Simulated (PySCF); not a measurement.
A PySCF script (with the pyscf-properties extension) for the NMR shieldings of SMILES [C@@H](CC)(C)N(NC)C1CC1, C$_{8}$H$_{18}$N$_{2}$, on a PBE0-D3(BJ)/def2-SVP geometry:

```python
import basis_set_exchange as bse
import numpy as np
from pyscf import gto, dft
from pyscf.prop import nmr

atoms = """
C     2.223557   -1.460489    0.238757
C     2.117564   -0.061030   -0.341726
C     0.751852    0.242729   -0.951873
C     0.757084    1.562724   -1.718130
N    -0.282043    0.177076    0.085098
N    -0.160856    1.225234    1.002389
C    -0.416327    0.854759    2.373227
C    -1.608742   -0.042142   -0.391047
C    -2.529003   -0.936107    0.391687
C    -1.961805   -1.399122   -0.915492
H     3.190585   -1.620532    0.739767
H     2.124057   -2.229039   -0.545689
H     1.422436   -1.632985    0.972528
H     2.305115    0.694016    0.439971
H     2.888378    0.089099   -1.116453
H     0.503160   -0.568617   -1.657628
H     1.487642    1.533926   -2.540755
H    -0.228617    1.782359   -2.158177
H     1.032420    2.392883   -1.049397
H    -0.741473    2.021093    0.728632
H    -0.230530    1.730722    3.014710
H     0.286562    0.063428    2.672997
H    -1.443604    0.495445    2.577915
H    -2.092181    0.810416   -0.902116
H    -2.119925   -1.393020    1.294769
H    -3.588329   -0.671851    0.444553
H    -1.175895   -2.157612   -0.875956
H    -2.616997   -1.460943   -1.787829
"""
names = dict.fromkeys(["C", "N", "H"], "pcSseg-1")
basis = {el: gto.basis.parse(bse.get_basis(n, elements=[el], fmt="nwchem")) for el, n in names.items()}
mol = gto.M(atom=atoms, basis=basis, charge=0, verbose=0)
mf = dft.RKS(mol, xc="PBE0")
mf.grids.level = 2
mf.grids.alignment = dft.numint.BLKSIZE   # the property module wants whole blocks of grid points
mf.conv_tol = 1e-9
mf.kernel()

calc = nmr.RKS(mf)   # GIAO
C = mf.mo_coeff
Co = C[:, mf.mo_occ > 0]
resp = mf.gen_response(singlet=True, hermi=2)
def vind(x):   # induced exchange potential for any number of trial vectors
    d = np.einsum("pi,xij,qj->xpq", C, 2 * x.reshape(-1, C.shape[1], Co.shape[1]), Co, optimize=True)
    return np.einsum("xpq,pi,qj->xij", resp(d - d.transpose(0, 2, 1)), C, Co, optimize=True).ravel()
mo1, _ = nmr.rhf.solve_mo1(calc, with_cphf=vind)
sigma = calc.kernel(mo1)
for i, s in enumerate(sigma):   # ppm
    w = np.linalg.eigvalsh((s + s.T) / 2)
    print("%2d %-2s iso %8.1f  s11 %8.1f  s22 %8.1f  s33 %8.1f" % (i, mol.atom_pure_symbol(i), w.mean(), *w))
```

**Question.** Give the expected output.

**Answer.** 
```
 0 C  iso    171.0  s11    158.0  s22    169.4  s33    185.6
 1 C  iso    155.5  s11    137.3  s22    155.3  s33    174.0
 2 C  iso    123.0  s11    103.8  s22    118.0  s33    147.2
 3 C  iso    171.7  s11    160.2  s22    167.6  s33    187.2
 4 N  iso    157.1  s11    127.2  s22    131.7  s33    212.3
 5 N  iso    176.5  s11    123.0  s22    160.2  s33    246.2
 6 C  iso    145.4  s11    124.4  s22    129.2  s33    182.7
 7 C  iso    149.3  s11    107.5  s22    130.4  s33    210.1
 8 C  iso    172.8  s11    141.6  s22    171.2  s33    205.7
 9 C  iso    179.9  s11    146.8  s22    175.2  s33    217.8
10 H  iso     30.4  s11     25.7  s22     27.3  s33     38.2
11 H  iso     30.7  s11     26.7  s22     28.4  s33     37.1
12 H  iso     29.8  s11     24.4  s22     31.5  s33     33.5
13 H  iso     29.6  s11     26.2  s22     29.7  s33     33.0
14 H  iso     30.5  s11     24.5  s22     30.4  s33     36.6
15 H  iso     28.9  s11     25.6  s22     29.6  s33     31.6
16 H  iso     30.9  s11     26.2  s22     28.3  s33     38.1
17 H  iso     30.2  s11     24.7  s22     29.8  s33     36.1
18 H  iso     30.2  s11     26.0  s22     29.4  s33     35.0
19 H  iso     30.3  s11     21.9  s22     30.9  s33     38.3
20 H  iso     28.8  s11     24.2  s22     26.0  s33     36.2
21 H  iso     29.0  s11     24.5  s22     28.0  s33     34.4
22 H  iso     28.2  s11     22.2  s22     28.4  s33     34.1
23 H  iso     29.6  s11     22.9  s22     29.1  s33     36.8
24 H  iso     30.3  s11     25.1  s22     28.6  s33     37.2
25 H  iso     30.7  s11     25.1  s22     25.9  s33     40.9
26 H  iso     31.1  s11     25.2  s22     29.3  s33     38.7
27 H  iso     31.0  s11     25.3  s22     26.3  s33     41.3
```

These numbers come from an equivalent density-fitted implementation of the same equations, which agrees with the script to about 0.01 ppm for H and up to a few tenths of a ppm for heavy atoms, so last digits may differ.

**Question.** Turn these shieldings into chemical shifts. Scale: 13C (σref 184.41), 1H (σref 31.27) against TMS; NH3 for 15N (σref 265.67) (reference shieldings calculated alike).

**Answer.** Averaging equivalent atoms: C 2: 61.4; C 6: 39.0; C 7: 35.1; C 1: 28.9; C 0: 13.4; C 3: 12.7; C 8: 11.6; C 9: 4.5; N 4: 108.6; N 5: 89.2; H 20/21/22: 2.60; H 15: 2.34; H 23: 1.67; H 13: 1.64; H 24: 0.96; H 10/11/12: 0.95; H 19: 0.92; H 16/17/18: 0.87; H 14: 0.77; H 25: 0.61; H 27: 0.30; H 26: 0.18 ppm. Experimental scales use liquid or dissolved standards, which lie at an offset from isolated NH3 (liquid NH3: subtract about 20 ppm).

Size and cost of the density-fitted run: 260 basis functions, 120 s wall time on 1 thread of an Arm Neoverse N1, shared host; peak memory 1.3 GiB.
